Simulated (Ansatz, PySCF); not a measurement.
C₂H₈GaNS₂ (SMILES C[N](C)[Ga]([SH])[SH]), singlet, at a GFN2-xTB geometry (such geometries of metal compounds can be far from the true shape), with bond 7-3 at 2.4 times its length. Base run: CASSCF(4,6)/STO-3G in PySCF.

Here is a job for PySCF.
```python
from pyscf import gto, scf, mcscf
import numpy

mol = gto.Mole()
mol.atom = '''
    Ga    0.133892    0.198344    0.091722
    N    -0.839451   -1.253245   -0.504969
    C    -2.291096   -1.258823   -0.577535
    C    -0.251706   -2.562208   -0.736708
    H    -2.623982   -1.550725   -1.580404
    H    -2.726213   -1.958111    0.147048
    H    -3.197871    1.149858   -0.068224
    H    -0.624207   -3.301976   -0.017285
    H    -0.487744   -2.915435   -1.747173
    H     0.834910   -2.494454   -0.638779
    S    -0.952937    2.111582    0.523465
    H     0.169395    2.828167    0.503773
    S     2.366655    0.017067    0.187839
    H     2.489596    1.139606    0.894161
'''
mol.basis = 'sto-3g'
mol.charge = 0
mol.spin = 0
mol.verbose = 4
mol.build()

mf = scf.RHF(mol)
mf.kernel()
mc = mcscf.CASSCF(mf, 6, 4)
mc.fix_spin_(ss=0.0)
mc.kernel()
occ = numpy.linalg.eigvalsh(mc.fcisolver.make_rdm1(mc.ci, mc.ncas, mc.nelecas))[::-1]
ss = mc.fcisolver.spin_square(mc.ci, mc.ncas, mc.nelecas)[0]
print('natural occupations', occ.round(4), ' <S^2>', round(ss, 4))
```

Programs used: Ansatz (a quantum-chemistry and plane-wave program), PySCF; a row that names a program was run with it.

Each row names what was changed in the base input (with any setting that the change needs).

```tsv
change	ΔE vs base (mEh)	natural occupations	<S^2> of the state	outcome
base	0.000	1.98 1.30 0.70 0.02 0.00 0.00	0.00	converged
active space = 2 electrons, 4 orbitals	13.365	1.29 0.71 0.00 0.00	0.00	converged
code = ansatz	0.023	-	-	converged
active space = 4 electrons, 3 orbitals	13.365	2.00 1.29 0.71	0.00	converged
solver = newton	0.000	1.98 1.30 0.70 0.02 0.00 0.00	0.00	converged
start = MP2 natural orbitals	0.000	1.98 1.30 0.70 0.02 0.00 0.00	0.00	converged
fix_spin_ = off	-	-	-	not converged
code = ansatz; correction = SC-NEVPT2, all electrons	-229.5	-	-	converged
orbitals = fixed (CASCI); correction = SC-NEVPT2	-223.0	1.99 1.32 0.68 0.01 0.00 0.00	0.00	converged
orbitals = fixed (CASCI)	29.619	1.99 1.32 0.68 0.01 0.00 0.00	0.00	converged
conv_tol = 1e-5	0.002	1.98 1.30 0.70 0.02 0.00 0.00	0.00	converged
```

Active orbitals are taken around the Fermi level unless the row says otherwise; CASSCF can end in different local minima, and two programs can end on different orbitals. State-averaged rows give the lowest state.

Ansatz warned in this series: the state or the total is in doubt.
